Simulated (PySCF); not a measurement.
# Bi⁺: ionisation energy

Bi⁺ [Xe] 4f14 5d10 6s2 6p2 (3P) → Bi²⁺ [Xe] 4f14 5d10 6s2 6p1 (2P), as a difference of total energies. Calculation: PySCF 2.14, in aug-cc-pwCVDZ-PP with ECP60MDF (6s5p4d1f, 48 functions); a scalar-relativistic core potential. Correlated levels: valence and next inner shell: nothing frozen outside the core potential. The calculations carry no spin-orbit coupling.

**Question.** Order these methods by the ionisation energy they give, lowest first.
A. SCS-MP2 (valence and next inner shell)
B. UHF
C. MP2 (valence and next inner shell)
D. CCSD (valence and next inner shell)

**Answer.** B (15.299 eV), A (15.546 eV), D (15.600 eV), C (15.665 eV).

Spin-orbit coupling is strong in these open shells (close to jj coupling). The scalar numbers leave it out and a first-order estimate fails, so it can dominate the gap to the real levels.

Errors of the correlated levels include the incompleteness of this basis.

For comparison: 16.703 eV (measured; NIST Atomic Spectra Database, ionization energies).
